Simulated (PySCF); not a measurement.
All of these have the formula C5H7ClO2. Computed with TDDFT PBE0/def2-SVPD, vertical, gas phase, core orbitals frozen in the response in PySCF 2.14.0, density-fitted response routines. Geometries: GFN2-xTB; one conformer of each isolated species. Triplets are in the Tamm–Dancoff approximation.

A. `O=C1C[C@@H](Cl)CCO1`
B. `O=C1CO[C@H](CCl)C1`
C. `CC/C(Cl)=C\C(=O)O`
D. `CO[C@@H]1C[C@@H]1C(=O)Cl`

Lowest singlet levels (six at most, fewer where fewer were computed) with oscillator strengths:

1. 287 nm (f 0.000); 216 nm (f 0.007); 184 nm (f 0.001); 181 nm (f 0.002); 181 nm (f 0.015); 176 nm (f 0.006); T1 3.76 eV
2. 261 nm (f 0.000); 222 nm (f 0.408); 203 nm (f 0.000); 182 nm (f 0.001); 180 nm (f 0.012); 176 nm (f 0.038); T1 3.54 eV
3. 222 nm (f 0.003); 179 nm (f 0.006); 178 nm (f 0.000); 170 nm (f 0.004); 166 nm (f 0.029); 162 nm (f 0.065); T1 5.03 eV
4. 240 nm (f 0.001); 221 nm (f 0.003); 193 nm (f 0.002); 185 nm (f 0.120); 178 nm (f 0.076); 174 nm (f 0.012); T1 4.65 eV

Task: Which spectrum belongs to which structure?

Result: 1 = B, 2 = C, 3 = A, 4 = D.
- A: S1 at 5.57 eV, HOMO→LUMO (78%), HOMO→LUMO+2 (9%); Löwdin shares by element: HOMO oxygen 58% or more, carbon 19% or more, chlorine 10%; LUMO carbon 32% or more, chlorine 23%, oxygen 16% or more (atoms not listed hold the other 29%); HOMO -8.04 and LUMO -0.50 eV.
- B: S1 at 4.32 eV, HOMO→LUMO (94%); S1 has the pattern of n→π* at C=O; HOMO -7.44 and LUMO -0.94 eV.
- C: S1 at 4.76 eV, HOMO-1→LUMO (96%); Löwdin shares by element: HOMO carbon 52% or more, chlorine 24%, oxygen 9% or more (atoms not listed hold the other 15%); LUMO carbon 61% or more, oxygen 13% or more (atoms not listed hold the other 26%); HOMO -7.83 and LUMO -1.72 eV.
- D: S1 at 5.16 eV, HOMO-1→LUMO (82%), HOMO→LUMO (11%); Löwdin shares by element: HOMO oxygen 49% or more, carbon 30% or more (atoms not listed hold the other 21%); LUMO carbon 45% or more, oxygen 29% or more, chlorine 12%; HOMO -7.90 and LUMO -1.07 eV.
